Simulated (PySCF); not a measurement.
Compound: BH₈NSi₂.
Geometry (PBE0-D3(BJ)/def2-SVP, Å), atoms numbered from 1 in this order:
```
atom  x, y, z in Å
B1    -1.3028    1.3614    0.6694
Si2   -0.3721   -0.3836    0.4258
N3    -1.0375   -1.3756   -0.8410
Si4    1.7971    0.2345   -0.2645
H5    -2.1460    1.7787   -0.0899
H6    -0.9570    2.0791    1.5799
H7    -0.1906   -1.0569    1.7643
H8    -0.5502   -2.2224   -1.1135
H9    -2.0410   -1.5207   -0.8759
H10    2.5653    0.8408    0.8672
H11    1.7473    1.2209   -1.3887
H12    2.5335   -0.9782   -0.7469
```

All values: PBE0/pcSseg-1 and CAM-B3LYP/def2-SVPD (PySCF, non-relativistic), on one gas-phase PBE0-D3(BJ)/def2-SVP geometry that isn't relaxed in the solvent. The solvent is an IEF-PCM continuum (van der Waals radii × 1.2). Specific hydrogen bonds and non-electrostatic terms are outside this model.

Gas phase at PBE0/pcSseg-1: HOMO -7.24 eV, LUMO -2.36 eV, dipole 1.61 D.

What does the continuum do to the energy, the frontier levels and the dipole at PBE0/pcSseg-1 in cyclohexane and methanol?

| solvent | ε | E(solvent) − E(gas) (kJ/mol) | polarisation term (kJ/mol) | distortion of the solute (kJ/mol) | HOMO (eV) | LUMO (eV) | dipole (D) |
| --- | --- | --- | --- | --- | --- | --- | --- |
| cyclohexane | 2.017 | -5.12 | -5.29 | 0.17 | -7.17 | -2.30 | 1.75 |
| methanol | 32.61 | -13.29 | -14.45 | 1.16 | -7.13 | -2.23 | 1.99 |

The polarisation term is half the interaction of the solute with the surface charges that it induces; the rest is the cost of distorting the solute's density. The sum is the electrostatic part of solvation alone. From cyclohexane to methanol the lowering changes by a factor 2.60, Onsager's factor (ε − 1)/(2ε + 1) by 2.36 and ε itself by 16.2.

Which radius a makes the point-dipole formula ΔE = −[(ε − 1)/(2ε + 1)]·μ²/a³ give the value in methanol, with the gas-phase dipole?

μ = 0.633 au and |ΔE| = 0.00506 Eh give a = 1.78 Å; the farthest nucleus lies 2.83 Å from the centroid of the nuclei, so such a sphere wouldn't even hold the nuclei. The formula assumes a rigid point dipole at the centre of a sphere.

Give the dipole vector in the frame of the coordinates (D, pointing from negative to positive charge), gas and methanol.

Gas (-1.03, -1.23, -0.11), solvent (-1.28, -1.52, -0.11). Its length changes by +24 % and its direction by less than 1°.

Which ESP-fitted charges (PBE0/pcSseg-1) respond most in cyclohexane (means over atoms taken as equivalent)?

```json
{"atoms": "N3", "environment": "silicon-bound nitrogen", "gas (e)": "-1.095", "solvent (e)": "-1.130", "change": "-0.035"}
{"atoms": "Si2", "environment": "SiH silicon", "gas (e)": "+0.526", "solvent (e)": "+0.552", "change": "+0.026"}
{"atoms": "H8/H9", "environment": "N–H hydrogen", "gas (e)": "+0.409", "solvent (e)": "+0.424", "change": "+0.015"}
{"atoms": "Si4", "environment": "SiH3 silicon", "gas (e)": "+0.124", "solvent (e)": "+0.113", "change": "-0.011"}
{"atoms": "H7", "environment": "Si–H hydrogen", "gas (e)": "-0.175", "solvent (e)": "-0.181", "change": "-0.006"}
{"atoms": "H5/H6", "environment": "B–H hydrogen", "gas (e)": "-0.108", "solvent (e)": "-0.111", "change": "-0.003"}
{"atoms": "H10/H11/H12", "environment": "Si–H hydrogen", "gas (e)": "-0.060", "solvent (e)": "-0.059", "change": "+0.001"}
{"atoms": "B1", "environment": "three-coordinate boron", "gas (e)": "+0.198", "solvent (e)": "+0.198", "change": "0.000"}
```

How do the nuclear quadrupole coupling constants eQVzz/h respond in cyclohexane?

| nucleus | Q (barn) | gas (MHz) | solvent (MHz) | η gas | η solvent |
| --- | --- | --- | --- | --- | --- |
| 11B at B1 | 0.04059 | 6.08 | 6.09 | 0.02 | 0.01 |
| 14N at N3 | 0.02044 | -4.68 | -4.59 | 0.26 | 0.24 |

Gas phase at CAM-B3LYP/def2-SVPD: HOMO -8.62 eV, LUMO -1.27 eV, dipole 1.49 D.

What does the continuum do to the energy, the frontier levels and the dipole at CAM-B3LYP/def2-SVPD in cyclohexane?

```tsv
solvent	ε	E(solvent) − E(gas) (kJ/mol)	polarisation term (kJ/mol)	distortion of the solute (kJ/mol)	HOMO (eV)	LUMO (eV)	dipole (D)
cyclohexane	2.017	-4.90	-5.10	0.20	-8.56	-1.19	1.66
```

How does the static polarisability (CAM-B3LYP/def2-SVPD, frozen core, with the continuum's full static response) change?

| medium | isotropic (au) | principal values (au) | ⟨r²⟩ of the electrons (bohr²) |
| --- | --- | --- | --- |
| gas | 84.6 | 74.3, 82.2, 97.2 | 645.8 |
| cyclohexane | 95.3 | 84.5, 92.2, 109.3 | 645.8 |

The isotropic value in cyclohexane is 1.13 times the gas-phase one; no cavity-field correction is applied. ⟨r²⟩ is taken about the centre of nuclear charge.
